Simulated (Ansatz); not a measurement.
Relaxed structures of B2H2O2, singlet (PBE0-D4/def2-TZVP; forces vanish, vibrations not checked; lower isomers may exist, and structures with a doubtful reference or unclear bonds are left out; Å). Ansatz 0.2.0; basis: def2-TZVPP; cores frozen in the correlated methods.

Problem. Rank them by CCSD(T) energy, lowest first, and give each one's height above the lowest. Links in brackets join atoms within 1.22 times the sum of their covalent radii (1.1 for two metals). (To be estimated.)
A.
B₂H₂O₂ ([O][BH][B][OH])
```
6
angstrom
O 0.5718 -2.4602 -0.6016
B 0.1137 -1.4982 0.0339
B -0.0313 0.2300 -0.1133
O -0.4319 1.3492 0.3743
H -0.4760 -1.4112 1.1339
H -0.8883 1.4593 1.2153
```
B.
B₂H₂O₂ ([O][B][BH][OH])
```
6
angstrom
O 0.1322 -2.4045 -0.0568
B 0.1812 -1.2082 -0.1673
B 0.2383 0.4791 -0.3088
O -0.4639 1.2853 0.5059
H 0.9092 1.0089 -1.1430
H -0.9971 0.8394 1.1700
```
C.
B₂H₂O₂ ([B][O][BH][OH])
```
6
angstrom
O 0.0675 -0.9865 -0.0391
B 0.2666 -2.2435 -0.2261
B 0.2091 0.3784 -0.2693
O -0.4565 1.2483 0.4985
H 0.9166 0.7630 -1.1420
H -1.0035 0.8403 1.1780
```
D.
B₂H₂O₂ ([O][B][B][OH2])
```
6
angstrom
O 0.0729 -1.0981 -2.3870
B 0.0425 -0.8857 -1.1975
B 0.0132 -0.8705 0.5070
O -0.0664 0.5940 0.9337
H -0.0987 1.4242 0.4160
H -0.0895 0.7367 1.8845
```
E.
a complex of BHO ([BH][O]) + BHO ([BH][O])
```
6
angstrom
O -0.7793 -1.2873 0.2383
B 0.3447 -1.7105 0.2040
B 0.2992 1.2895 -0.6475
O 1.4226 0.8645 -0.6813
H -0.7835 1.7368 -0.6258
H 1.4280 -2.1563 0.1818
```

Solution. Computed: B (0.000 eV), E (0.286 eV), C (0.569 eV), A (2.607 eV), D (4.612 eV). Heights count from the lowest.

T1 diagnostic: at most 0.024. The restricted Hartree–Fock reference is unstable towards an unrestricted one at one or more of these structures.

For scale, one of the runs: CCSD(T)/def2-TZVPP, 152 basis functions, launched by `ansatz run in.yaml --threads 2 --pin off --events-out ev --progress --plain --max-ram 4352MiB`. The run took 22 s on 2 CPU threads of an Arm Neoverse V2 (shared host), with 1.1 GiB of host memory at its peak.
